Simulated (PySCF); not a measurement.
## Correlation energy of Ca (calcium, neutral)

[Ar] 3d1 4s1, high-spin 3D determinant (an excited configuration). Calculation: PySCF 2.14, in def2-TZVPPD (6s5p3d, 36 functions); the non-relativistic Hamiltonian (point nucleus). Frozen: [Ar]; 2 electrons correlated.

With two correlated electrons CCSD is exact within the correlated space (frozen core and kept virtual orbitals).

```tsv
level	correlation energy (mhartree)
CCSD	-2.35
```

Diagnostics: T1 = 0.0027, D1 = 0.0051, largest double amplitude 0.068.

Q: Is a single reference adequate?

A: Yes: T1 lies below 0.03 and no double amplitude reaches 0.07.
